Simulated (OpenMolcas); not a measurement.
## V3+, Nb3+, Ta3+: d2 down the group

```yaml
Program: OpenMolcas 26.06
Method: CASSCF
Basis: ANO-RCC-VQZP
Scalar_Hamiltonian: DKH2, point nucleus
Spin-orbit_coupling: state interaction with AMFI integrals over the reference wave functions, term energies averaged over their components
```

Active space for each ion: 2 electrons in 5 orbitals (d).

Computed levels in cm-1 above 3F2:

```
                               Level    V3+   Nb3+   Ta3+
                                 3F3    320   1031   4579
                                 3F4    736   2268   8915
                                 1D2  13981  11088  13647
                                 3P0  16529  12181  13138
                                 3P1  16640  12583  15543
                                 3P2  16880  13600  20638
                                 1G4  21490  16745  20935
                                 1S0  52182  39710  43495
weight of 3F in the lowest level (%)    100     99     94
```

Mixed levels, with the weight of the term that names them: Ta3+ 1D2 (57 %), Ta3+ 3P2 (62 %).

Measured, with the error of the calculation in %. Measured levels: V3+ from Sugar and Corliss, J. Phys. Chem. Ref. Data 7, 1191 (1978).

| Level | V3+ |
| --- | --- |
| 3F3 | 325 (-1.5) |
| 3F4 | 735 (+0.2) |
| 1D2 | 10959 (+27.6) |
| 3P1 | 13239 (+25.7) |
| 3P2 | 13458 (+25.4) |
| 1G4 | 18391 (+16.8) |
| 1S0 | 42462 (+22.9) |

The fine-structure level 3F4 changes by a factor of 12.1 from V3+ to Ta3+.

Without spin-orbit coupling 1D lies 13581, 10043, 9586 cm-1 above 3F in that order; the difference to the level 1D2, of either sign, comes from spin-orbit coupling, which also lowers the zero.

Without dynamic correlation excited terms often stand tens of per cent too high (terms of higher spin than the ground term too low), and those without a measured partner can miss by more than the paired ones. Measured partners are found by configuration, term and J. A level has none where our copy of the source lacks it or the pairing is in doubt (some pairs that miss far off the trend of their configuration count as doubtful), and it then counts in no deviation. Only configurations of the active space appear.
